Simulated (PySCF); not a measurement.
# GaN: from constants to spectrum

UHF-CCSD(T) constants of GaN, ³Σ⁻ (triplet), unpaired electrons π ↑↑ (basis Ga aug-cc-pVDZ-PP with ECP10, N aug-cc-pVDZ; scalar-relativistic core potentials; PySCF 2.14; masses 68.9256 and 14.0031 u):

```
ωe              : 475.7 cm⁻¹
ωexe            : 2.87 cm⁻¹
Be              : 0.34538 cm⁻¹
αe              : 0.00314 cm⁻¹
D (centrifugal) : 7.28e-07 cm⁻¹
De to Ga + N    : 1.76 eV
```

(1) Give the vibrational terms G(v) and spacings up to v = 6.

(2) How well does the Morse estimate ωe²/(4ωexe) reproduce De, and what is D0?

Correlated steps freeze 5 core orbitals. Correlated levels converge slowly with the basis: in double zeta they bind strong bonds too weakly, by up to about 1 eV, and carry superposition errors of some tenths. Spin–orbit coupling is left out. The state was picked by a PBE0 search and need not be the measured ground state.

Answers

(1) G(v) = ωe(v+½) − ωexe(v+½)².

```csv
v,G(v) (cm⁻¹),G(v) − G(v−1),Bv (cm⁻¹)
0,237.1,,0.3438
1,707.1,470.0,0.3407
2,1171.3,464.2,0.3375
3,1629.8,458.5,0.3344
4,2082.5,452.7,0.3313
5,2529.5,447.0,0.3281
6,2970.8,441.3,0.3250
```

(2) It gives 2.44 eV, 139 % of the computed De. D0 = De − G(0) = 1.76 − 0.03 = 1.73 eV.
